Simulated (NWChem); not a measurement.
System: hydronium (H₃O cation); SMILES [OH3+]

Program: NWChem. Coordinates come from a B3LYP/6-31G* (spherical d) optimisation. Vertical excitations in the gas phase; the lowest state need not have the same character in each row.

Problem. Order these by “lowest excitation, singlet (eV)”, lowest first: B3LYP/def2-SVPD, TDA; PBE0/def2-SVPD, TDA; PBE/def2-SVPD, TDA.

Solution. PBE/def2-SVPD, TDA (10.94), B3LYP/def2-SVPD, TDA (11.32), PBE0/def2-SVPD, TDA (11.67)
